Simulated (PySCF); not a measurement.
## Radial density of Ga⁺ (gallium, charge +1)

BP86, [Ar] 3d10 4s2, closed-shell 1S. Calculation: PySCF 2.14, in Sapporo-DKH3-DZP-2012 (6s5p3d1f, 43 functions); scalar relativity by spin-free X2C-1e.

```
r (bohr)  4πr²ρ (e/bohr)
0.000957          0.3667
 0.00161          0.9061
 0.00271           2.196
 0.00456           5.072
 0.00766           11.00
  0.0129           21.19
  0.0217           33.23
  0.0365           37.82
  0.0613           31.23
   0.103           35.74
   0.174           42.67
   0.292           22.78
   0.491           26.10
   0.826           17.08
    1.39           3.865
    2.34           1.151
    3.93          0.1260
    6.61        0.001647
```

Densities and radii are taken from the X2C orbitals without a picture-change correction, which distorts them close to the nucleus.
